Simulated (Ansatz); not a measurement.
`B[O][AlH][OH]` + H₂O → `[OH][AlH][OH]` + `BO`  (formal hydrolysis of the Al–O bond)

Calculated with Ansatz (gas phase, PBE0-D4/def2-TZVP geometries, no zero-point term in ΔE). CCSD(T)/CBS adds triple-zeta CCSD(T) − MP2 to the extrapolated MP2 energy (def2 sets, frozen cores). This one scheme is used for every species. One conformer a species, not always the lowest.

```
        species  HF/def2-QZVPP energy (Eh)
`B[O][AlH][OH]`                 -418.91465
            H₂O                  -76.06663
`[OH][AlH][OH]`                 -393.60033
           `BO`                 -101.37817
```

Work out ΔE.

ΔE = (-393.60033) + (-101.37817) − (-418.91465) − (-76.06663) = 0.00278 Eh = +1.7 kcal/mol. CCSD(T)/CBS gives +0.4 kcal/mol.

Largest T1 diagnostic among the species: 0.014.

Leaving LDA and LC-ωPBE aside and taking each functional with its dispersion term where it has one, the values, not all of them listed here, spread over 2.0 kcal/mol, from PBE-D4 to BHLYP-D4. In def2-TZVPP, CCSD(T) changes the Hartree–Fock value by −1.6 kcal/mol (the triples alone add −0.3 kcal/mol) and MP2 by −1.7 kcal/mol.
